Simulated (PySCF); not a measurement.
# Electron correlation in Tc (technetium, neutral)

Starting occupation: [Kr] 4d5 5s2, 4d3/2 with m_j = -3/2, -1/2, +1/2, +3/2, 4d5/2 with m_j = +5/2. Computed with PySCF 2.14 in x2c-TZVPall-2c (8s9p7d1f, 77 functions), with X2C-1e with screened-nucleus spin-orbit coupling, Gaussian nucleus. Frozen: [Ar] 3d10; 15 electrons correlated; the 6 highest virtual spinors left out.

MP2 pair energies summed by pair of shells (mhartree):

| pair | energy | share (%) |
| --- | --- | --- |
| 4d-4p | -117.61 | 34.5 |
| 4p-4p | -66.39 | 19.5 |
| 4d-4d | -47.40 | 13.9 |
| 4d-5s | -32.07 | 9.4 |
| 4p-4s | -23.35 | 6.8 |
| 4p-5s | -19.72 | 5.8 |
| 5s-5s | -18.00 | 5.3 |
| 4d-4s | -11.65 | 3.4 |
| 4s-4s | -3.87 | 1.1 |
| 4s-5s | -1.16 | 0.3 |

Total MP2 correlation energy: -341.21 mhartree.

The GHF reference relaxed away from the jj start to a determinant that is no pure jj level (⟨S²⟩ = 8.78, ⟨J²⟩ = 8.79); the energies belong to that determinant.

This basis was not built for core-valence correlation, so the inner-shell part is incomplete.
